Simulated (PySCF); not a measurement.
Match the calculated data to a structure.

All candidates are C5H16N2Si2.

- Valence photoelectron: vertical ionisation energy: 7.99 eV [ΔSCF PBE0/def2-SVPD]
- 1H NMR: chemical shifts (computed TMS as zero) by class: 4.64 (3 H), 4.54 (2 H), 2.74 (3 H), 2.62 (2 H), 1.20 (1 H), 0.47 (2 H), 0.01 (2 H), -0.04 (1 H) ppm [GIAO KT3/pcSseg-1]
- Polarisability: 127.0 au [PBE0/def2-SVPD]
- 13C NMR: chemical shifts (computed TMS as zero) by class: 61.2 (1 C), 37.8 (1 C), 12.1 (1 C), 6.9 (2 C) ppm [GIAO KT3/pcSseg-1]
- Rotational structure: rotational constants A, B, C: 1.637, 0.655, 0.554 GHz [PBE0-D3(BJ)/def2-SVP]
- NMR, other nuclei: isotropic shieldings of nuclei other than C and H, by class: 196 (1 N), 232 (1 N), 397 (1 Si), 420 (1 Si) ppm [GIAO KT3/pcSseg-1]
- Dipole: 1.71 D [PBE0/def2-SVPD]
- Triplet: lowest triplet excitation (Tamm–Dancoff): 5.38 eV [TDA PBE0/def2-SVPD]
- UV, first state: lowest singlet excitation: 5.61 eV (221 nm, f = 0.030) [TDDFT PBE0/def2-SVPD]

The electronic properties come from PySCF, for the isolated species, density fitting. Levels stand in brackets. One conformer (not necessarily the lowest) at the PBE0-D3(BJ)/def2-SVP geometry, without solvent, vibrations or thermal averaging. NMR values are class means; diastereotopic atoms form classes of their own.

Problem. Which candidate is it?
A. `C[Si@](N)([SiH3])N1CCCC1`
B. `CN(CC1CC1)[SiH2]N[SiH3]`
C. `N[SiH2]C[SiH2]N1CCCC1`
D. `N[Si@@H](C[SiH3])N1CCCC1`

Solution. B. It is `CN(CC1CC1)[SiH2]N[SiH3]`. Numbering: `[CH3:1][N:2]([CH2:3][CH:4]1[CH2:5][CH2:6]1)[SiH2:7][NH:8][SiH3:9]`. Its formula, C5H16N2Si2, gives 1 degree of unsaturation: 1 ring and 0 π bonds in the structure found. 5 carbons fall into 4 classes; from least to most shielded: chain sp3 carbon bound to nitrogen [C3] (61.2 ppm), N-methyl carbon [C1] (37.8 ppm), three-membered-ring carbon [C4] (12.1 ppm), three-membered-ring carbon [C5/C6] (6.9 ppm, 2 C). Hydrogen classes from least to most shielded: 3 H on an SiH3 silicon, Si9 (4.64 ppm), 2 H on an SiH2 silicon, Si7 (4.54 ppm), 3 H on an N-methyl carbon, C1 (2.74 ppm, a mean of values up to 0.6 ppm apart in this geometry), 2 H on an sp3 carbon bound to nitrogen, C3 (2.62 ppm, a mean of values up to 1.2 ppm apart in this geometry), 1 H on a three-membered-ring carbon, C4 (1.20 ppm), 2 H on 2 three-membered-ring carbons, C5/C6 (0.47 ppm), 2 H on 2 three-membered-ring carbons, C5/C6 (0.01 ppm), 1 H on a nitrogen bridging silicon atoms, N8 (-0.04 ppm). The other shieldings belong to: 196 ppm, silicon-bound nitrogen [N2]; 232 ppm, nitrogen bridging silicon atoms [N8]; 397 ppm, SiH2 silicon [Si7]; 420 ppm, SiH3 silicon [Si9]. The first electron is taken from the HOMO, whose largest Löwdin shares are 0.52 on the silicon-bound nitrogen, 0.09 on the N-methyl carbon, 0.07 on the nitrogen bridging silicon atoms and 0.07 on the sp3 carbon bound to nitrogen. The optimised geometry has point group C1 and is an asymmetric top.

The others, at the same levels:
- `N[Si@@H](C[SiH3])N1CCCC1` fails: it has 3 carbon classes against 4; its computed 13C shifts are 49.7 (2 C), 27.7 (2 C), -5.3 (1 C) ppm, 1H shifts are 4.80 (1 H), 3.75 (3 H), 3.27 (2 H), 2.92 (2 H), 1.52 (2 H), 1.47 (2 H), 0.35 (2 H), 0.08 (1 H), -0.05 (1 H) ppm and lowest triplet excitation (Tamm–Dancoff) is 5.60 eV (against 5.38 eV).
- `C[Si@](N)([SiH3])N1CCCC1` fails: it has 3 carbon classes against 4; its computed 13C shifts are 49.3 (2 C), 31.3 (2 C), 1.4 (1 C) ppm, 1H shifts are 3.20 (2 H), 3.12 (3 H), 2.94 (2 H), 1.78 (2 H), 1.55 (2 H), 0.58 (2 H), 0.37 (3 H) ppm and lowest singlet excitation is 5.16 eV (240 nm, f = 0.002) (against 5.61 eV).
- `N[SiH2]C[SiH2]N1CCCC1` fails: it has 3 carbon classes against 4; its computed 13C shifts are 51.7 (2 C), 27.7 (2 C), -2.4 (1 C) ppm, 1H shifts are 4.96 (2 H), 4.77 (2 H), 2.99 (4 H), 1.52 (4 H), 0.26 (2 H), -0.23 (2 H) ppm and vertical ionisation energy is 7.79 eV (against 7.99 eV).

Each candidate is one conformer, not necessarily the lowest. The conformers computed, where there is a choice (atom-mapped SMILES and torsion angles):
- `[CH3:1][N:2]([CH2:3][CH:4]1[CH2:5][CH2:6]1)[SiH2:7][NH:8][SiH3:9]`: C1–N2–C3–C4 -77°, N2–C3–C4–C5 -85°, C1–N2–Si7–N8 69°, N2–Si7–N8–Si9 -100°

The conformers of `N[Si@@H](C[SiH3])N1CCCC1`, `C[Si@](N)([SiH3])N1CCCC1` and `N[SiH2]C[SiH2]N1CCCC1` aren't listed.
